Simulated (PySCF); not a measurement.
## Stretching AlPb

Set-up: basis Al def2-SVPD, Pb def2-SVPD with ECP60; scalar-relativistic core potentials; PySCF 2.14. Energies in eV from Al + Pb in their ground configurations at the same level. State: ⁴Σ⁻ (quartet), unpaired electrons σ ↑, π ↑↑.

| R (Å) | B97-3 |
| --- | --- |
| 2.341 | -1.322 |
| 2.450 | -1.672 |
| 2.559 | -1.867 |
| 2.640 | -1.939 |
| 2.722 | -1.964 |
| 2.804 | -1.953 |
| 2.913 | -1.899 |
| 3.049 | -1.789 |
| 3.212 | -1.621 |
| 3.430 | -1.375 |

**Question.** Put a parabola through the three lowest points of the B97-3 curve and estimate Re, k and ωe (reduced mass 23.88 u; 1 eV/Å² = 0.16022 mdyn/Å; ωe = 1302.8·√(k/μ) cm⁻¹).

**Answer.** Through R = 2.64, 2.722, 2.804 Å the second-order coefficient is 2.68 eV/Å², so Re ≈ 2.738 Å, k ≈ 0.858 mdyn/Å and ωe ≈ 247 cm⁻¹. A polynomial fit of higher order to the unrounded B97-3 energies gives Re = 2.735 Å, k = 0.810 mdyn/Å, ωe = 240 cm⁻¹; anharmonicity and rounding make the difference.

The higher-order fit for each curve: B97-3: Re = 2.735 Å, ωe = 240 cm⁻¹, De = 1.96 eV.

These are scalar-relativistic numbers at best; spin–orbit coupling would shift them, the dissociation energy most. The state is the lowest determinant that a PBE0 search found; another state may lie lower at other levels.
